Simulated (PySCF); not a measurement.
## Working out the ionisation energy of Au

Au [Xe] 4f14 5d10 6s1 (2S) → Au⁺ [Xe] 4f14 5d10 (1S). Calculation: PySCF 2.14, in aug-cc-pVTZ-PP with ECP60MDF (6s6p5d3f2g, 88 functions); scalar relativity through the core potential. Frozen: 5s2 5p6. Energies in hartree (1 hartree = 27.21139 eV):

```tsv
part	Au (lower)	Au⁺ (upper)
UHF	-134.781737	-134.499459
MP2 opposite-spin	-0.257783	-0.223982
MP2 same-spin	-0.136363	-0.115136
```

Problem. What does Hartree-Fock give?

Solution. (-134.499459) − (-134.781737) = 0.282278 hartree = 7.681 eV.

Problem. What do MP2 and SCS-MP2 (6/5 opposite-spin, 1/3 same-spin) give?

Solution. The opposite-spin parts differ by 0.920 eV and the same-spin parts by 0.578 eV. MP2: 7.681 + (0.920) + (0.578) = 9.179 eV. SCS-MP2: 7.681 + 1.2 × (0.920) + (0.578)/3 = 8.978 eV.

Measured between the centres of the two terms (NIST): 9.226 eV, so MP2 (valence) is off by -0.047 eV.

What remains against the reference includes basis incompleteness, the frozen core and correlation beyond second order.
